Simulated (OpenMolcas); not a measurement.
# O: the spin-orbit constant, Slater's ratio, worked from levels

```json
{
  "Program": "OpenMolcas 26.06",
  "Basis": "ANO-RCC [8s7p4d3f2g]",
  "Scalar Hamiltonian": "DKH2, point nucleus",
  "Active space": "6 electrons in 8 orbitals (2s 2p 3s 3p)",
  "State averaging": "2S+1 = 3 even, 3 roots; 2S+1 = 1 even, 6 roots",
  "Spin-orbit coupling": "state interaction with AMFI integrals over the reference wave functions, term energies averaged over their components"
}
```

Methods: CASSCF; SS-CASPT2, IPEA 0.25 Eh, imaginary shift 0.1 Eh (closed shells correlated: 1s). Measured levels: NIST Handbook of Basic Atomic Spectroscopic Data.

**The spin-orbit constant.** For the Hund term 3P of p4, E(J) = (A/2) J(J+1) + constant and ζ = -2S·A = -2A. From J = 0 to J = 2 the energy changes by 3 A.

```csv
Source,E(2) - E(0),A,ζ
CASSCF,-210.7,-70.2,140
SS-CASPT2,-210.9,-70.3,141
measured,-227.0,-75.7,151
```

All in cm-1. SS-CASPT2 is off by -7.1 % and CASSCF by -7.2 %. Both methods take the spin-orbit matrix elements from the reference wave functions, so the second can move ζ only through the term energies and any multistate remixing. Second-order mixing with other terms is absorbed into this ζ.

**Slater's ratio.** With one set of orbitals, p4 has 1D - 3P = 6 F2 and 1S - 1D = 9 F2 (F2 = F²/25), a ratio of 3/2. Term energies are centres of gravity, weighted by 2J + 1.

```
   Source  1D - 3P  1S - 3P  F2 from the first  Ratio
   CASSCF    17465    30254               2911  0.732
SS-CASPT2    15945    33420               2658  1.096
 measured    15790    33715               2632  1.135
```

Energies in cm-1. A ratio away from 3/2 shows effects beyond one configuration with one set of orbitals, and in heavier atoms second-order spin-orbit shifts. In CASSCF the valence s occupation is 1.93 in 1S against 2.00 in 1D: mixing out of s² acts most on 1S and pulls it down.

CASPT2 breaks the degeneracy within a term, and the mean is taken; among the terms shown or strongly mixed into the levels shown the widest spread is 17 cm-1 (2s2 2p4 1D, SS-CASPT2). Active for correlation alone: 3p 3s; no level in the range computed is led by a configuration that fills them, so any true level of that kind is missing. Without dynamic correlation excited terms often stand tens of per cent too high (terms of higher spin than the ground term too low), and those without a measured partner can miss by more than the paired ones (holds for CASSCF). Computed and measured levels are paired by configuration, term and J; levels that our copy of the source lacks, or whose pairing is in doubt (as where it misses far off the trend of its configuration), stay unpaired and out of the deviations. Levels of configurations outside the active space are missing.
